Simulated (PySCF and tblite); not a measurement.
Values are calculated unless marked as measured or tabulated.
C6H13ClOSi, numbered as in [SiH3:1][C@H:2]1[CH2:3][O:4][CH2:5][CH2:6][C@H:7]([Cl:8])[CH2:9]1. Level: PBE0-D3(BJ)/pcSseg-1 (IEF-PCM, acetone)//GFN2-xTB, thermal terms from GFN2-xTB, symmetry numbers and mirror pairs counted. Conformers within 2.5 kcal/mol (GFN2-xTB free energy) were kept, 5 at most. GIAO shieldings: PBE0/pcSseg-1 (IEF-PCM, acetone). Shifts are against TMS (¹H), TMS (¹³C), TMS (²⁹Si) at the same level. Codes: tblite and PySCF.

The 7-ring runs over atoms 2–3–4–5–6–7–9.

```
conformer                                                            shape  point group  mirror pair  ΔE(DFT)  Δ(G−E) at 298.15 K  δ C2 (ppm)
        1   7-ring puckered (ring torsions 46, -96, 71, -48, 68, -85, 37°)           C1           no     0.00                0.00        18.5
        2  7-ring puckered (ring torsions 96, -42, -39, 85, -71, 56, -78°)           C1           no     1.70                0.08        31.0
        3   7-ring puckered (ring torsions -61, 78, -88, 38, 37, -83, 73°)           C1           no     1.83                0.09        22.9
        4  7-ring puckered (ring torsions 68, -86, 77, -18, -51, 82, -70°)           C1           no     2.51                0.33        29.1
        5  7-ring puckered (ring torsions -79, 61, -73, 85, -38, -37, 88°)           C1           no     2.59                0.01        27.4
```

Energies in kcal/mol; the thermal term leaves out symmetry numbers and mirror images.

(1) Work out the weights at 298.15 K and the ¹³C shift of C2 under fast exchange.

For its torsions the set is small; conformers may be missing.

Answers

(1) RT = 0.592 kcal/mol. Each conformer gets RT ln(σ/g), with σ the rotational symmetry number and g = 2 for a mirror pair: 1: σ = 1, g = 1, G = 0.00 + 0.00 + 0.00 = 0.00, 0.00 above the lowest, exp(−ΔG/RT) = 1.000; 2: σ = 1, g = 1, G = 1.70 + 0.08 + 0.00 = 1.78, 1.78 above the lowest, exp(−ΔG/RT) = 0.050; 3: σ = 1, g = 1, G = 1.83 + 0.09 + 0.00 = 1.92, 1.92 above the lowest, exp(−ΔG/RT) = 0.039; 4: σ = 1, g = 1, G = 2.51 + 0.33 + 0.00 = 2.84, 2.84 above the lowest, exp(−ΔG/RT) = 0.008; 5: σ = 1, g = 1, G = 2.59 + 0.01 + 0.00 = 2.61, 2.61 above the lowest, exp(−ΔG/RT) = 0.012. The sum is 1.109, so the weights are 90.2, 4.5, 3.5, 0.7, 1.1 %. The averaged shift is 19.4 ppm. At 298.15 K the leading conformer alone gives 18.5 ppm and bare DFT energies give 19.6 ppm.
